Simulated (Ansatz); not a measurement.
A structure relaxed at PBE0-D4/def2-SVP in Ansatz, charge 1, doublet:

```xyz
10

B    -1.459   -1.647   -0.057
B     0.363    0.973    1.095
B     0.665    2.248    0.216
B     0.746   -0.020   -1.080
B    -0.445    1.241   -0.535
B    -1.087   -0.234   -0.709
B     0.129   -0.627    1.359
B     0.274   -1.364   -0.317
B     1.253    1.495   -1.005
B    -0.439   -2.063    1.034
```

Question: Give its formula and point group.

Answer: B10⁺. Point group C2 (tolerance 0.1 Å).

Question: Summarise the bond lengths by kind (pairs closer than 1.2 times the sum of covalent radii, bridged metal pairs left out).

Answer: 18 × B–B 1.55 to 1.88 Å.

The relaxation made no stability test and no search for a lower SCF solution. The structure comes from a short search, and lower isomers may exist.
